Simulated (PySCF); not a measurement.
Levels of Sc²⁺ from EOM-EA-GCCSD

Reference: closed-shell Sc³⁺, [Ar]; one electron is added. Calculated with PySCF 2.14, two-component X2C-1e with screened spin-orbit coupling, an uncontracted even-tempered set (21 s from 0.02 bohr⁻², ratio 2.6; 15 p from 0.025 bohr⁻², ratio 2.6; 7 d from 0.026 bohr⁻², ratio 2.8; 3 f from 2.9 bohr⁻², ratio 2.8); frozen [Ne]; the 58 highest virtual spinors dropped; of the others 56 kept and the rest restored at second order. No Breit or QED terms. Binding energies in eV.

| level | Koopmans | second order | EOM-CCSD |
| --- | --- | --- | --- |
| 3d3/2 | 23.009 | 23.961 | 23.865 |
| 3d5/2 | 22.989 | 23.934 | 23.838 |
| 4s1/2 | 20.901 | 21.565 | 21.535 |
| 4p1/2 | 16.566 | 17.001 | 16.991 |
| 4p3/2 | 16.510 | 16.940 | 16.930 |

Electric-dipole lines between these computed levels:

```json
{"lower": "3d3/2", "upper": "4p1/2", "ΔE (eV)": "6.873", "vacuum wavelength (nm)": "180.4"}
{"lower": "3d3/2", "upper": "4p3/2", "ΔE (eV)": "6.934", "vacuum wavelength (nm)": "178.8"}
{"lower": "3d5/2", "upper": "4p3/2", "ΔE (eV)": "6.908", "vacuum wavelength (nm)": "179.5"}
{"lower": "4s1/2", "upper": "4p1/2", "ΔE (eV)": "4.544", "vacuum wavelength (nm)": "272.9"}
{"lower": "4s1/2", "upper": "4p3/2", "ΔE (eV)": "4.605", "vacuum wavelength (nm)": "269.3"}
```

Quantum defects δ = n − Z_c √(13.6057 eV / E) with Z_c = 3: 3d3/2 0.735, 3d5/2 0.734, 4s1/2 1.615, 4p1/2 1.315, 4p3/2 1.311.

For comparison, the ionisation energy of Sc²⁺ is 24.757 eV (measured; NIST Atomic Spectra Database, ionization energies).

The screened spin-orbit operator tends to give fine-structure splittings of light species too large.

The highest levels are limited by the diffuse functions of the basis.
